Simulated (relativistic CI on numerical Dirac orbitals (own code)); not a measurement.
# Ge¹⁶⁺: sensitivity of the levels to the model

Base calculation: Dirac-Coulomb-Breit CI, orbitals from a KLI potential per configuration, model QED (radiative potential, 1s self-energy scaled to tabulated hydrogen-like ionisation energies), unscaled Slater integrals.

Configurations in the expansion (outside the closed core [Ne]): 3s²3p⁴, 3s3p⁵, 3s²3p³3d, 3p⁶, 3s3p⁴3d, 3p⁵3d, 3s3p³3d², 3s²3p³4s, 3s²3p²3d4p, 3p⁵4s, 3s²3p³4p, 3p⁵4p, 3s3p³3d4s, 3s²3p²3d², 3s²3p3d³, 3s3p²3d³, 3s²3p3d²4s, 3s²3p3d²4p, 3p⁴3d², 3p³3d³, 3p³3d²4s, 3p³3d²4p. Double excitations out of closed p, d and f shells are left out; levels of such configurations are missing from the list, as are those of other unlisted configurations, and high levels can miss mixing partners.

Variants: (1) P86 correlation estimate; (2) QED terms removed; (3) only the first 3 configurations. Shifts of the energy above 3s²3p⁴ ³P2, in cm⁻¹, for the lowest level and the first level of each name with at least 55 % of one term (blank where a level changes its place among those of its configuration and J or its character, or is not in the variant):

| Level | Base | Δ(1) | Δ(2) | Δ(3) |
| --- | --- | --- | --- | --- |
| 3s²3p⁴ ³P2 | 0 | 0 | 0 | 0 |
| 3s²3p⁴ ³P0 | 33760 | +7 | -33 | +2248 |
| 3s²3p⁴ ³P1 | 41185 | +2 | -100 | +353 |
| 3s²3p⁴ ¹D2 | 75295 | +5 | -90 | +2230 |
| 3s²3p⁴ ¹S0 | 148059 | +37 | -131 | +11174 |
| 3s3p⁵ ³P°2 | 430233 | +1317 | +1089 | -9908 |
| 3s3p⁵ ³P°1 | 456073 | +1316 | +1020 | -9737 |
| 3s3p⁵ ³P°0 | 476727 | +1317 | +964 | -9553 |
| 3s²3p³3d ⁵D°0 | 572884 | +1243 | +44 | -13384 |
| 3s²3p³3d ⁵D°2 | 573236 | +1243 | +38 | -13155 |
| 3s²3p³3d ⁵D°3 | 573574 | +1243 | +33 | -13040 |
| 3s²3p³3d ⁵D°1 | 573993 | +1243 | +36 | -13430 |
| 3s²3p³3d ⁵D°4 | 578642 | +1242 | +8 | -13320 |
| 3s²3p³3d ³D°3 | 619891 | +1249 | -6 | -9155 |

At this charge energies of transitions that change n are usually good to better than 1 %, and those within a shell (Δn = 0) to a few per cent.

Ionisation energy from the two ground configurations alone: base 607.821 eV; P86 correlation estimate 609.455 eV. The NIST ASD value (semi-empirical) is 609.1 eV.

LS names give the leading component of a level, which can be under half, so a name can repeat, a term be missing and a line seem to break the LS rules.
